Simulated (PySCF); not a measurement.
C₄H₅FO, SMILES O=C1CC[C@@H]1F.

The structure is a stationary point at ωB97X-D3(BJ)/def2-SVP. The structure was generated by enumeration; whether it is a known compound was not checked.

Method: ωB97X-D3(BJ)/def2-SVP (PySCF 2.14.0).

Frequencies are harmonic and unscaled.

Q: Estimate the vibrational spectrum. (Estimate from the structure and the level; the computed values follow.)

A: 
```
mode  ν (cm⁻¹)  IR (km/mol)  moving atoms (share of kinetic energy)
----  --------  -----------  --------------------------------------
1          122          0.8          C 38 %, H 36 %, O 15 %, F 11 %
2          219          3.9                  F 44 %, O 36 %, C 16 %
3          366          7.5          C 47 %, H 21 %, F 21 %, O 11 %
4          451          0.5          H 33 %, C 33 %, F 17 %, O 16 %
5          587          5.9                  C 52 %, H 33 %, O 10 %
6          674          7.5          C 49 %, H 27 %, O 14 %, F 10 %
7          743         11.4                  H 55 %, C 33 %, F 10 %
8          795          1.2                  H 41 %, C 38 %, O 18 %
9          938          1.9                          H 64 %, C 35 %
10         963         12.0                          C 57 %, H 39 %
11        1031         26.5                          C 63 %, H 33 %
12        1099          3.6                          C 62 %, H 36 %
13        1109         62.5                          C 68 %, H 30 %
14        1193          3.2                          H 62 %, C 36 %
15        1202         40.7                  H 49 %, C 35 %, F 16 %
16        1236         30.4                          H 74 %, C 22 %
17        1268          2.3                          H 58 %, C 39 %
18        1280          1.6                          H 63 %, C 36 %
19        1412         14.8                          H 54 %, C 44 %
20        1430         21.4                          H 89 %, C 11 %
21        1478         11.7                          H 84 %, C 16 %
22        1970        270.0                          C 65 %, O 35 %
23        3081         15.6                                  H 92 %
24        3107          5.6                                  H 94 %
25        3119          7.5                                  H 94 %
26        3180          1.0                          H 90 %, C 10 %
27        3195          8.4                          H 90 %, C 10 %
```
